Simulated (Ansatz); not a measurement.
Species: C5H5, net charge 0, doublet state. It need not be the lowest isomer of its formula. 
Structure (B3LYP-D3(BJ)/def2-TZVP (Ansatz, a quantum-chemistry and plane-wave program) minimum search):
```
C
H 1 1.0808
C 1 1.4329 2 125.50
C 3 1.3659 1 107.28 2 180.00
H 3 1.0779 4 127.05 1 -180.00
H 4 1.0795 3 126.91 5 0.00
C 1 1.4329 2 125.50 3 180.00
C 7 1.3659 1 107.28 2 -180.00
H 7 1.0779 8 127.05 4 -180.00
H 8 1.0795 7 126.91 9 0.00
```
Charge 0, spin multiplicity 2.

Total electronic energies in hartree. Valence correlation only, unless marked. Open shells are spin-unrestricted. Spin-orbit coupling is left out. No relativistic terms. Basis-set limits of correlation are two-point, X^-3; Hartree-Fock from the larger set. [CCSD(T)-MP2]/basis is that difference in the basis named.

The UHF reference is spin-contaminated (<S^2> 0.23 over the pure value in the largest basis). 

```
level                                                     program  energy (Eh)
-------------------------------------------------  --------------  -----------
HF/STO-3G                                                  Ansatz   -189.85907
HF/cc-pwCVTZ                                               Ansatz   -192.25995
BLYP-D3(BJ)/def2-TZVPD                             Ansatz + dftd3          ___
revPBE/def2-TZVPD                                          Ansatz   -193.47977
PBE0-D4/def2-TZVP                                  Ansatz + dftd4          ___
MP2/STO-3G                                                 Ansatz   -190.08549
MP2/cc-pVDZ                                                Ansatz   -192.82349
SCS-MP2/cc-pVTZ                                            Ansatz   -192.99829
RI-MP2/CBS(cc-pVTZ,cc-pVQZ)+[CCSD(T)-MP2]/cc-pVTZ          Ansatz    -193.1885
```

### Question
What belongs in the gaps?

### Answer

- BLYP-D3(BJ)/def2-TZVPD, energy (Eh): -193.46145
- PBE0-D4/def2-TZVP, energy (Eh): -193.30159
